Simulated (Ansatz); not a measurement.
The same path of FGeH3 + H3N (9 atoms, charge 0, multiplicity 1) was run twice with different band settings. Lost on the way: Ge1–H2, N6–H9. Made: Ge1–N6, H2–H9.

The calculation used RHF/def2-SVP in Ansatz.

Relaxed end points:

```xyz
9
Properties=species:S:1:pos:R:3
Ge 0.554 -0.051 -0.147
H 0.792 -0.277 1.343
H 1.836 0.310 -0.890
F -0.485 1.332 -0.274
H -0.189 -1.213 -0.799
N -2.969 0.089 1.414
H -3.032 -0.718 0.819
H -2.500 0.814 0.898
H -2.390 -0.153 2.200
```

```xyz
9
Properties=species:S:1:pos:R:3
Ge -0.385 0.228 -0.739
H -0.826 -1.242 3.821
H 0.851 1.006 -0.307
F -0.938 1.010 -2.186
H -0.143 -1.223 -1.132
N -1.642 0.312 0.551
H -2.483 -0.223 0.438
H -1.849 1.202 0.964
H -0.967 -0.937 3.153
```

Common settings: movable images 5; climbing image yes; optimiser quadratic models (default); start path through a guess of the saddle point; force threshold 0.05 eV/Å; iteration limit 60; end points relaxed.

| run | spring |
| --- | --- |
| 1 | 5.0 eV/Å² |
| 2 | 0.1 eV/Å² |

What does each run give, and how far can it be trusted?

Run 1: converged after 28 iterations, highest image 2.455 eV above the first end. Neighbouring images differ by up to 2.1 eV, so the band resolves the path poorly. A vibrational analysis at the climbing image gives one clearly imaginary mode, 1840i cm⁻¹: a first-order saddle point.
Run 2: converged after 26 iterations, highest image 2.454 eV above the first end. Neighbouring images differ by up to 2.1 eV, so the band resolves the path poorly. Another band between the same ends (5 images) ends at a top of the same energy, where a vibrational analysis finds 1 clearly imaginary mode.
The orbitals stay closed-shell, which can raise the energy where a bond breaks towards radicals; this wasn't checked here.
